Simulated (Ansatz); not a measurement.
Complex (SMILES): F (HF) with N#N (N2), atoms 1 to 2 the first; geometry from B3LYP-D3(BJ)/def2-TZVP, monomers rigid:
```xyz
4

F      0.3830    -0.0965     0.2212
H     -0.2809     0.0249    -0.4159
N     -2.5150     0.4344    -2.5571
N     -1.7349     0.2913    -1.8098
```

Basis-set convergence of the uncorrected interaction energy at MP2 with Ansatz (an electronic-structure program). Cartesian d functions, on some or all atoms, in 6-31G*, 6-31+G*; all else is spherical. Cores are frozen. No added dispersion term, no relativity. Functions are those of the species that has most. Reference: the counterpoise-corrected one, Hartree-Fock in aug-cc-pVQZ plus the correlation part extrapolated as X^-3 from aug-cc-pVTZ and aug-cc-pVQZ, -2.45 kcal/mol, itself unsure by roughly 0.02 kcal/mol (a third of the extrapolation step and of the last Hartree-Fock step, counterpoise-corrected). Deviations are taken from unrounded values.

```json
[
 {"basis": "6-31G*", "functions": "47", "uncorrected interaction energy (kcal/mol)": "-2.74"},
 {"basis": "6-31+G*", "functions": "59", "uncorrected interaction energy (kcal/mol)": "-2.81"},
 {"basis": "cc-pVDZ", "functions": "47", "uncorrected interaction energy (kcal/mol)": "-3.52"},
 {"basis": "aug-cc-pVDZ", "functions": "78", "uncorrected interaction energy (kcal/mol)": "-2.73"},
 {"basis": "def2-SVP", "functions": "47", "uncorrected interaction energy (kcal/mol)": "-3.02"},
 {"basis": "def2-SVPD", "functions": "71", "uncorrected interaction energy (kcal/mol)": "-3.94"},
 {"basis": "pcseg-1", "functions": "47", "uncorrected interaction energy (kcal/mol)": "-3.08"},
 {"basis": "aug-pcseg-1", "functions": "78", "uncorrected interaction energy (kcal/mol)": "-2.98"},
 {"basis": "6-311G**", "functions": "60", "uncorrected interaction energy (kcal/mol)": "-2.90"},
 {"basis": "6-311+G**", "functions": "72", "uncorrected interaction energy (kcal/mol)": "-2.54"},
 {"basis": "def2-TZVP", "functions": "99", "uncorrected interaction energy (kcal/mol)": "-2.49"},
 {"basis": "def2-TZVPD", "functions": "123", "uncorrected interaction energy (kcal/mol)": "-2.53"},
 {"basis": "cc-pVTZ", "functions": "104", "uncorrected interaction energy (kcal/mol)": "-2.94"},
 {"basis": "aug-cc-pVTZ", "functions": "161", "uncorrected interaction energy (kcal/mol)": "-2.82"},
 {"basis": "pcseg-2", "functions": "104", "uncorrected interaction energy (kcal/mol)": "-2.59"},
 {"basis": "aug-pcseg-2", "functions": "161", "uncorrected interaction energy (kcal/mol)": "-3.07"},
 {"basis": "def2-TZVPP", "functions": "107", "uncorrected interaction energy (kcal/mol)": "-2.59"},
 {"basis": "def2-TZVPPD", "functions": "131", "uncorrected interaction energy (kcal/mol)": "-2.66"},
 {"basis": "cc-pVQZ", "functions": "195", "uncorrected interaction energy (kcal/mol)": "-2.75"},
 {"basis": "aug-cc-pVQZ", "functions": "286", "uncorrected interaction energy (kcal/mol)": "-2.73"},
 {"basis": "def2-QZVPP", "functions": "201", "uncorrected interaction energy (kcal/mol)": "-2.68"},
 {"basis": "def2-QZVPPD", "functions": "225", "uncorrected interaction energy (kcal/mol)": "-2.52"},
 {"basis": "pcseg-3", "functions": "213", "uncorrected interaction energy (kcal/mol)": "-2.74"},
 {"basis": "aug-pcseg-3", "functions": "304", "uncorrected interaction energy (kcal/mol)": "-2.98"}
]
```

What the diffuse functions change, pair by pair:
- 6-31G* to 6-31+G*: 12 more functions, deviation -0.29 to -0.36 kcal/mol
- cc-pVDZ to aug-cc-pVDZ: 31 more functions, deviation -1.07 to -0.28 kcal/mol
- def2-SVP to def2-SVPD: 24 more functions, deviation -0.57 to -1.49 kcal/mol
- pcseg-1 to aug-pcseg-1: 31 more functions, deviation -0.63 to -0.53 kcal/mol
- 6-311G** to 6-311+G**: 12 more functions, deviation -0.45 to -0.09 kcal/mol
- def2-TZVP to def2-TZVPD: 24 more functions, deviation -0.04 to -0.08 kcal/mol
- cc-pVTZ to aug-cc-pVTZ: 57 more functions, deviation -0.49 to -0.38 kcal/mol
- pcseg-2 to aug-pcseg-2: 57 more functions, deviation -0.14 to -0.62 kcal/mol
- def2-TZVPP to def2-TZVPPD: 24 more functions, deviation -0.14 to -0.21 kcal/mol
- cc-pVQZ to aug-cc-pVQZ: 91 more functions, deviation -0.30 to -0.28 kcal/mol
- def2-QZVPP to def2-QZVPPD: 24 more functions, deviation -0.23 to -0.07 kcal/mol
- pcseg-3 to aug-pcseg-3: 91 more functions, deviation -0.29 to -0.53 kcal/mol

Leaving out the reference's own pair, they bring the value nearer the reference by more than 0.02 kcal/mol in 5 of 11 pairs.
